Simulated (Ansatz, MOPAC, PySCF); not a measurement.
Complex: C2H4Si (SMILES C#C[SiH3]) (first 7 atoms) with H2O (SMILES O); geometry from B3LYP-D3(BJ)/def2-TZVP, rigid monomers moved along the line of their centres of mass till C2···H10 is 2.15 Å.
(charge 0, multiplicity 1):
```xyz
10

C     -1.5155     1.3785     0.7512
C     -0.5633     0.7078     0.4358
Si     0.8795    -0.3137    -0.0554
H     -2.3565     1.9734     1.0176
H      0.5357    -1.7423     0.0640
H      1.2031     0.0114    -1.4620
H      2.0292     0.0281     0.8051
O     -0.0459    -0.7089     2.9246
H      0.5392    -0.0621     3.3326
H     -0.6585    -0.1857     2.3920
```

Counterpoise-corrected where a basis set is named; no monomer relaxation. Rows marked so take none.

Rows in 6-31G* carry no dispersion term and start afresh at each structure (6-31G* with six Cartesian d functions). The state reached by PM3 isn't checked.

Programs: Ansatz (an electronic-structure program); MOPAC for PM3 (differences of heats of formation); PySCF for 6-31G* rows, the dispersion terms. Values without a source in brackets are computed.

Question: Give the interaction energy at the level PBE-D3(BJ)/def2-TZVPPD.

Answer: -134 meV

Question: What is the computed interaction energy (M06-2X/6-31G* (no counterpoise))?

Answer: -276 meV

Question: What interaction energy does PM3 give?

Answer: 36 meV
